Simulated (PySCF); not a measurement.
Fractional electron number in B⁺ (boron, charge +1)

The 2s beta orbital of [He] 2s2 is emptied in steps (occupation f), with all orbitals relaxed, ending at [He] 2s1. Computed with PySCF 2.14 in def2-TZVP, with the non-relativistic Hamiltonian (point nucleus). The exact energy is a straight line in f; departures are measured from the line between the end points of the same method.

Question: Among UHF, LDA, PBE, PBE0, LC-wPBE, BHandHLYP, HSE06, BLYP, which shows the largest delocalisation error (convex curve), and which is closest to linear?

Answer: Most convex: BLYP (-1.289 eV at f = 0.5); closest to linear: UHF (0.075 eV).

```json
{"f": "1", "UHF (eV)": "0.000", "LDA (eV)": "0.000", "PBE (eV)": "0.000", "PBE0 (eV)": "0.000", "LC-wPBE (eV)": "0.000", "BHandHLYP (eV)": "0.000", "HSE06 (eV)": "0.000", "BLYP (eV)": "0.000"}
{"f": "0.9", "UHF (eV)": "0.029", "LDA (eV)": "-0.462", "PBE (eV)": "-0.458", "PBE0 (eV)": "-0.338", "LC-wPBE (eV)": "-0.078", "BHandHLYP (eV)": "-0.235", "HSE06 (eV)": "-0.376", "BLYP (eV)": "-0.468"}
{"f": "0.7", "UHF (eV)": "0.066", "LDA (eV)": "-1.070", "PBE (eV)": "-1.061", "PBE0 (eV)": "-0.783", "LC-wPBE (eV)": "-0.178", "BHandHLYP (eV)": "-0.551", "HSE06 (eV)": "-0.870", "BLYP (eV)": "-1.088"}
{"f": "0.5", "UHF (eV)": "0.075", "LDA (eV)": "-1.260", "PBE (eV)": "-1.248", "PBE0 (eV)": "-0.920", "LC-wPBE (eV)": "-0.208", "BHandHLYP (eV)": "-0.664", "HSE06 (eV)": "-1.026", "BLYP (eV)": "-1.289"}
{"f": "0.3", "UHF (eV)": "0.061", "LDA (eV)": "-1.040", "PBE (eV)": "-1.029", "PBE0 (eV)": "-0.759", "LC-wPBE (eV)": "-0.173", "BHandHLYP (eV)": "-0.567", "HSE06 (eV)": "-0.847", "BLYP (eV)": "-1.073"}
{"f": "0.1", "UHF (eV)": "0.025", "LDA (eV)": "-0.432", "PBE (eV)": "-0.422", "PBE0 (eV)": "-0.311", "LC-wPBE (eV)": "-0.076", "BHandHLYP (eV)": "-0.248", "HSE06 (eV)": "-0.346", "BLYP (eV)": "-0.448"}
{"f": "0", "UHF (eV)": "0.000", "LDA (eV)": "0.000", "PBE (eV)": "0.000", "PBE0 (eV)": "0.000", "LC-wPBE (eV)": "0.000", "BHandHLYP (eV)": "0.000", "HSE06 (eV)": "0.000", "BLYP (eV)": "0.000"}
```

| method | E(f=0) − E(f=1) (eV) | −ε at f=1 (eV) | −ε at f=0.5 (eV) |
| --- | --- | --- | --- |
| UHF | 23.441 | 23.774 | 23.426 |
| LDA | 24.543 | 19.399 | 24.631 |
| PBE | 24.600 | 19.495 | 24.689 |
| PBE0 | 24.557 | 20.785 | 24.625 |
| LC-wPBE | 24.674 | 23.799 | 24.694 |
| BHandHLYP | 24.559 | 21.958 | 24.513 |
| HSE06 | 24.554 | 20.369 | 24.620 |
| BLYP | 24.596 | 19.391 | 24.637 |

As f goes to zero the orbital energy of a semilocal functional can turn back, because the density of that orbital vanishes from the exchange-correlation potential.

Reference removal energy between the ground levels: 25.155 eV (measured; NIST Atomic Spectra Database, ionization energies). UHF lacks correlation.
